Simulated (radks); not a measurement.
Results of a calculation; reference values are marked as such.
Tc, configuration [Ar] 3d10 4s2 4p5 4d5 5s2 5p1 (not the ground configuration). Level of theory: Dirac Kohn-Sham, LDA (Slater exchange, Perdew-Wang correlation), spin-unpolarised, spherical densities, finite nucleus; open shells fill j = l - 1/2 first; Fermi nuclear charge, rms radius 4.4112 fm (a radial shooting solver on a logarithmic mesh with Libxc functionals).

Normalised radial functions P(r) = r R(r) (large component), r in bohr:

```
   r/bohr * 4s1/2, o 4p1/2, + 4d3/2 (the largest magnitude, 1.14, reaches the edge; | marks zero, & curves that meet)
 0.007068                             +o  *
 0.009733                             +o   *
  0.01351                             +o    *
  0.01876                             + o   *
  0.02604                             +   o*
  0.03614                             + *   o
  0.04978                           * |+     o
   0.0691                      *      | +      o
  0.09592                   *         |   +   o
   0.1332                      *      |  o  +
   0.1848                        o    | *      +
   0.2566                 o           |         + *
   0.3534                 o           |       +     *
   0.4906                            o|&
    0.681           *       +         |               o
   0.9453  *        +                 |                        o
    1.312         &                   |                    o
    1.822             +       *       |          o
    2.509                   +       * |  o
    3.483                         +   *o
    4.835                            +&
    6.711                             &
    9.316                             &
    12.93                             &
    17.81                             &
    24.72                             &
    34.32                             &
```

4s1/2: eigenvalue -79.579 eV, 3 radial nodes at r = 0.0434, 0.175, 0.497 bohr, <r> = 1.05 bohr, 90 % of the charge inside 1.52 bohr. 4p1/2: eigenvalue -53.369 eV, 2 radial nodes at r = 0.152, 0.496 bohr, <r> = 1.14 bohr, 90 % of the charge inside 1.68 bohr. 4d3/2: eigenvalue -11.529 eV, 1 radial node at r = 0.500 bohr, <r> = 1.58 bohr, 90 % of the charge inside 2.49 bohr.
